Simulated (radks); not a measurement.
Question: The strontium ion Sr3+, configuration [Ar] 3d10 4s2 4p4 6f1 (not the ground configuration). Method: scalar-relativistic Kohn-Sham, r2SCAN, spin-unpolarised, spherical densities, finite nucleus; meta-GGA in the generalised Kohn-Sham scheme; Fermi nuclear charge, rms radius 4.224 fm; computed with a radial shooting solver on a logarithmic mesh with Libxc functionals. Some entries of the table are withheld. Estimate them.

| orbital | occ. | eigenvalue (hartree) | <r^2> (bohr^2) |
|---|---|---|---|
| 1s | 2 | (1) | (2) |
| 2s | 2 | -81.54576 | 0.03502 |
| 2p | 6 | (3) | (4) |
| 3s | 2 | -14.16308 | 0.2760 |
| 3p | 6 | -11.22862 | 0.2883 |
| 3d | 10 | -6.40172 | (5) |
| 4s | 2 | -3.00841 | (6) |
| 4p | 4 | -2.26864 | 2.367 |
| 6f | 1 | -0.20909 | 138.8 |

Answer: 
(1) 1s eigenvalue (hartree): -588.7818
(2) 1s <r^2> (bohr^2): 0.002068
(3) 2p eigenvalue (hartree): -72.55988
(4) 2p <r^2> (bohr^2): 0.02765
(5) 3d <r^2> (bohr^2): 0.2998
(6) 4s <r^2> (bohr^2): 1.919
